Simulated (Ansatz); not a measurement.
**SnSe (SMILES [Se][Sn]): methods side by side**

The species is SnSe (2 atoms), meant as a singlet with charge 0. SMILES: `[Se][Sn]`. Geometry: a GFN2-xTB relaxation, a rough one for these elements and not checked as a minimum.

```csv
atom,x (Å),y (Å),z (Å)
Se,0.0000,0.0000,0.0000
Sn,0.0000,0.0000,2.3383
```

Quantity: the energy change with the Se1–Sn2 bond stretched from 2.338 to 5.846 Å, in eV. The values are calculated.

```csv
level,kind,program,value (eV),less FCI/STO-3G,CPU time (all runs)
HF/STO-3G (restricted),Hartree–Fock,Ansatz,8.06,+2.48,2.5 s
PBE/STO-3G (restricted),GGA,Ansatz,8.30,+2.72,22 s
BHLYP/STO-3G (restricted),global hybrid,Ansatz,9.08,+3.50,14 s
HSE06/STO-3G (restricted),range-separated hybrid,Ansatz,9.47,+3.89,36 s
B2PLYP/STO-3G (restricted),double hybrid,Ansatz,9.20,+3.62,25 s
RPA@PBE/STO-3G (restricted),RPA,Ansatz,3.64,-1.94,28 s
MP2/STO-3G (restricted),perturbation theory,Ansatz,9.19,+3.61,12 s
CCSD(T)/STO-3G (restricted),coupled cluster or CI,Ansatz,8.58,+3.00,7 s
FCI/STO-3G,exact in the basis,Ansatz,5.58,0.00,24 s
```

FCI/STO-3G is exact within its basis and frozen core, so for wave-function methods in that basis the difference is their error; functionals converge differently with the basis, so for them it is only a difference. Spin-restricted single references rise too steeply as a bond breaks. All-electron rows without a relativistic Hamiltonian named are non-relativistic. The first shape isn't each level's own minimum. The values span 3.64 to 9.47 eV. All rows use very small basis sets, so even the best lies far from the true value. In the correlated wave-function rows the outer d shell of Se, Sn is correlated, in sets not made for it. Times are those of the runs behind each value, whatever else they computed, on shared processors of several kinds: orders of magnitude only.
